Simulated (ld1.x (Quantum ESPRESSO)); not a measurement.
**Which change was made? (Sn, TM)**

```
Element                 : tin
Generator               : ld1.x (Quantum ESPRESSO) 7.5
Type                    : norm-conserving Troullier–Martins (Kleinman–Bylander form)
Functional              : PBEsol
Relativity              : scalar-relativistic
Frozen core             : [Kr] 4d10
Valence charge          : 4
Reference configuration : 5s2 5p2
Partial waves           : 5s (bound): rc 1.55 bohr; 5p (bound): rc 2.80 bohr; 5d channel at 0.05 Ry: rc 3.05 bohr
Local potential         : all-electron potential smoothed inside 2.15 bohr (lloc = -1)
Core correction         : Bessel-smoothed model core inside 1.20 bohr
```

Cutoffs, loose and tight: the cutoffs (Ry, on a coarse ladder) from which the occupation-weighted sum of valence levels, in a spherical-Bessel basis at the reference potential, stays within 10 and 1 mRy of its value at 400 Ry. They do not see the model core or the augmentation charge, which bear on the density cutoff. Test errors are all-electron minus pseudo excitation energies from the reference, over the configurations 5s2 5p1; 5s2 5p0; 5s1 5p0; 5s1 5p2; 5s2 5p2.3; 5s0 5p4; 5s1 5p3; variants that change the core or the reference have their own tests.

The base gives: outcome: generated; cutoff, loose: 35 Ry; cutoff, tight: 100 Ry; bound ghosts: none; largest test error (meV): -315.

After one change the result is: outcome: generated; cutoff, loose: 18 Ry; cutoff, tight: 30 Ry; bound ghosts: none; largest test error (meV): -538. Which change was it?
A. type PAW; waves now 5s (bound): rcut 1.35, rcutus 1.55 bohr; 5s channel at 1.45 Ry: rcut 1.35, rcutus 1.55 bohr; 5p (bound): rcut 2.45, rcutus 2.80 bohr; 5p channel at 2.15 Ry: rcut 2.45, rcutus 2.80 bohr; 5d channel at 0.05 Ry: rcut 2.65, rcutus 3.05 bohr; 5d channel at 0.4 Ry: rcut 2.65, rcutus 3.05 bohr; local potential all-electron potential smoothed inside 2.70 bohr (lloc = -1); augmentation BG, radius 1.45 bohr
B. wave 5s (bound): rc 1.55 bohr becomes 5s (bound): rc 1.42 bohr
C. all radii but the core radius scaled by about 1.41 (s 2.18, p 3.94, d 4.30 bohr); local potential all-electron potential smoothed inside 3.02 bohr (lloc = -1)
D. core correction none

C. The others give: core correction none → outcome: generated; cutoff, loose: 35 Ry; cutoff, tight: 100 Ry; bound ghosts: none; largest test error (meV): +103 | type PAW; waves now 5s (bound): rcut 1.35, rcutus 1.55 bohr; 5s channel at 1.45 Ry: rcut 1.35, rcutus 1.55 bohr; 5p (bound): rcut 2.45, rcutus 2.80 bohr; 5p channel at 2.15 Ry: rcut 2.45, rcutus 2.80 bohr; 5d channel at 0.05 Ry: rcut 2.65, rcutus 3.05 bohr; 5d channel at 0.4 Ry: rcut 2.65, rcutus 3.05 bohr; local potential all-electron potential smoothed inside 2.70 bohr (lloc = -1); augmentation BG, radius 1.45 bohr → outcome: failed: new_paw_hamiltonian: negative rho | wave 5s (bound): rc 1.55 bohr becomes 5s (bound): rc 1.42 bohr → outcome: generated; cutoff, loose: 45 Ry; cutoff, tight: 160 Ry; bound ghosts: none; largest test error (meV): -297.
